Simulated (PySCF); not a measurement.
YOBr, SMILES [O]=[Y][Br]. Geometry optimised at PBE0-D3(BJ)/def2-TZVP. The def2 effective core potentials stand for the cores of Y; spin–orbit coupling is left out.

Task: Give the equilibrium geometry at PBE0-D3(BJ)/def2-TZVP (PySCF confirms it by a frequency run) as a Z-matrix, and its point group. (An estimate is asked for; the answer gives what the named calculation found.)

Result: point group Cs.
```
Y
O 1 1.7936
Br 1 2.6648 2 119.33
```
